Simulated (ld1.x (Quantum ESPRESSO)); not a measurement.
# u(r) = r·R(r): atom against pseudo-atom (promethium (Pm))

Columns: radius, all-electron u(r) and pseudo u(r) of the 4f shell (level -15.19 eV) of promethium in the configuration [Kr] 4d10 4f5 5s2 5p6 5d0 6s0 6p0; PBE, scalar-relativistic, TM scheme, ld1.x (Quantum ESPRESSO) 7.5.

```json
{"r (bohr)": "0.120", "all-electron": "0.0900", "pseudo": "0.0044"}
{"r (bohr)": "0.240", "all-electron": "0.4118", "pseudo": "0.0615"}
{"r (bohr)": "0.360", "all-electron": "0.7259", "pseudo": "0.2464"}
{"r (bohr)": "0.480", "all-electron": "0.9144", "pseudo": "0.5579"}
{"r (bohr)": "0.600", "all-electron": "0.9827", "pseudo": "0.8844"}
{"r (bohr)": "0.720", "all-electron": "0.9726", "pseudo": "1.0916"}
{"r (bohr)": "0.840", "all-electron": "0.9215", "pseudo": "1.1286"}
{"r (bohr)": "0.960", "all-electron": "0.8526", "pseudo": "1.0393"}
{"r (bohr)": "1.080", "all-electron": "0.7790", "pseudo": "0.9003"}
{"r (bohr)": "1.200", "all-electron": "0.7070", "pseudo": "0.7668"}
{"r (bohr)": "1.320", "all-electron": "0.6394", "pseudo": "0.6606"}
{"r (bohr)": "1.440", "all-electron": "0.5771", "pseudo": "0.5816"}
{"r (bohr)": "1.560", "all-electron": "0.5203", "pseudo": "0.5206"}
{"r (bohr)": "1.680", "all-electron": "0.4688", "pseudo": "0.4688"}
{"r (bohr)": "1.800", "all-electron": "0.4224", "pseudo": "0.4224"}
{"r (bohr)": "1.920", "all-electron": "0.3806", "pseudo": "0.3806"}
{"r (bohr)": "2.040", "all-electron": "0.3431", "pseudo": "0.3431"}
{"r (bohr)": "2.160", "all-electron": "0.3094", "pseudo": "0.3094"}
{"r (bohr)": "2.280", "all-electron": "0.2792", "pseudo": "0.2792"}
{"r (bohr)": "2.400", "all-electron": "0.2520", "pseudo": "0.2520"}
{"r (bohr)": "2.520", "all-electron": "0.2277", "pseudo": "0.2277"}
{"r (bohr)": "2.640", "all-electron": "0.2059", "pseudo": "0.2059"}
{"r (bohr)": "2.760", "all-electron": "0.1863", "pseudo": "0.1863"}
{"r (bohr)": "2.880", "all-electron": "0.1687", "pseudo": "0.1687"}
{"r (bohr)": "3.000", "all-electron": "0.1528", "pseudo": "0.1528"}
{"r (bohr)": "3.120", "all-electron": "0.1385", "pseudo": "0.1385"}
```

(1) How many radial nodes do the two functions have?

(2) At about which radius was the pseudo-wave matched?

(3) Is the pseudo-wave norm-conserving?

Results:

(1) The all-electron 4f function has n − l − 1 = 0; the pseudo-wave has 0.

(2) 1.70 bohr. The columns agree to 0.0005 from 1.56 bohr on; several derivatives are matched, so the curves merge somewhat inside the radius.

(3) Yes: the TM scheme keeps the norm inside the radius equal to the all-electron one, which fixes the energy derivative of the logarithmic derivative at the level.
